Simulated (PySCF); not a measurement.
# Vertical excitation energies

Species: C5H11OP.
SMILES: `C=C[P@](C)(=O)CC`

Method: TDDFT CAM-B3LYP/def2-SVPD, vertical, gas phase, core orbitals frozen in the response (PySCF 2.14.0, density-fitted response routines). One conformer (not necessarily the lowest) at the GFN2-xTB geometry, without solvent, vibrations or thermal averaging. Torsions of this conformer, `[CH2:1]=[CH:2][P@:3]([CH3:4])(=[O:5])[CH2:6][CH3:7]`: C1–C2–P3–C4 126°, C2–P3–C6–C7 180°.

Q: Predict the UV-vis stick spectrum at this level.

A: 

```json
{"state": "S1", "E (eV)": "6.28", "E (hartree)": "0.2309", "f": "0.0041", "main configurations (H = HOMO, L = LUMO)": "H-1→L (87%)"}
{"state": "S2", "E (eV)": "6.56", "E (hartree)": "0.2412", "f": "0.040", "main configurations (H = HOMO, L = LUMO)": "H→L (92%)"}
{"state": "S3", "E (eV)": "7.34", "E (hartree)": "0.2696", "f": "0.046", "main configurations (H = HOMO, L = LUMO)": "H→L+1 (85%)"}
{"state": "S4", "E (eV)": "7.48", "E (hartree)": "0.2748", "f": "0.395", "main configurations (H = HOMO, L = LUMO)": "H-2→L (91%)"}
{"state": "S5", "E (eV)": "7.53", "E (hartree)": "0.2769", "f": "0.065", "main configurations (H = HOMO, L = LUMO)": "H-1→L+1 (76%)"}
{"state": "S6", "E (eV)": "7.84", "E (hartree)": "0.2882", "f": "0.017", "main configurations (H = HOMO, L = LUMO)": "H-2→L+1 (62%), H-2→L+2 (24%)"}
{"state": "S7", "E (eV)": "7.98", "E (hartree)": "0.2931", "f": "0.0007", "main configurations (H = HOMO, L = LUMO)": "H-3→L (66%), H-4→L (12%)"}
{"state": "S8", "E (eV)": "8.11", "E (hartree)": "0.2979", "f": "0.0005", "main configurations (H = HOMO, L = LUMO)": "H→L+2 (26%), H→L+3 (22%), H→L+6 (16%)"}
```

Triplets (Tamm–Dancoff): T1 4.42 eV, H-2→L (84%); T2 5.98 eV, H-1→L (82%); T3 6.45 eV, H→L (87%).

The lowest singlet comes at 197 nm (606 kJ/mol) in the vacuum ultraviolet; it is very weak; its leading configuration is HOMO-1→LUMO (87%). The strongest level in the table is S4 at 7.48 eV (166 nm, f = 0.395). Löwdin shares by element: HOMO oxygen 52%, carbon 21% or more, phosphorus 14%; LUMO carbon 65% or more, hydrogen 6% or more, phosphorus 6% (atoms not listed hold the other 23%). Orbital energies (eV): HOMO-3 -11.24, HOMO-2 -9.68, HOMO-1 -9.15, HOMO -8.95, LUMO 0.57, LUMO+1 1.10, LUMO+2 1.81. The oscillator strengths of these states sum to 0.569; summed over the whole spectrum of an exact calculation they would give the number of electrons, 64 (Thomas–Reiche–Kuhn). Weighted by f, the mean energy of these states is 7.41 eV. No computed singlet lies in the visible range (380 to 750 nm); the lowest, at 197 nm, stands 3.02 eV above its violet end (3.26 eV). The window holds the lowest 8 singlets.
